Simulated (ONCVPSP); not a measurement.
# u(r) = r·R(r): atom against pseudo-atom (mercury)

Columns: radius, all-electron u(r) and pseudo u(r) of the 5s shell (level -118.18 eV) of mercury in the configuration [Kr] 4d10 4f14 5s2 5p6 5d10 6s2; PBE, scalar-relativistic, ONCV scheme, ONCVPSP 4.0.1.

```
r (bohr)  all-electron  pseudo
   0.085        0.1001  0.2045
   0.170        0.3171  0.4011
   0.255       -0.4833  0.5822
   0.340       -0.6888  0.7409
   0.425       -0.2963  0.8714
   0.510        0.2758  0.9704
   0.595        0.7659  1.0363
   0.680        1.0857  1.0694
   0.765        1.2388  1.0712
   0.850        1.2644  1.0447
   0.935        1.2047  0.9936
   1.020        1.0962  0.9234
   1.105        0.9654  0.8400
   1.190        0.8302  0.7491
   1.275        0.7012  0.6555
   1.360        0.5841  0.5627
   1.445        0.4813  0.4737
   1.530        0.3933  0.3916
   1.615        0.3191  0.3189
   1.700        0.2575  0.2574
   1.785        0.2068  0.2068
   1.870        0.1656  0.1655
   1.955        0.1321  0.1320
   2.040        0.1051  0.1051
   2.125        0.0834  0.0834
   2.210        0.0661  0.0661
```

**Question.** How many radial nodes do the two functions have?

**Answer.** The all-electron 5s function has n − l − 1 = 4 (the table is too coarse to show those close to the nucleus); the pseudo-wave has 0, since the states of the same l below it are removed with the core.

**Question.** At about which radius was the pseudo-wave matched?

**Answer.** 1.70 bohr, where the columns begin to agree (steps of 0.09 bohr).

**Question.** Is the pseudo-wave norm-conserving?

**Answer.** Yes: the ONCV scheme keeps the norm inside the radius equal to the all-electron one, which fixes the energy derivative of the logarithmic derivative at the level.
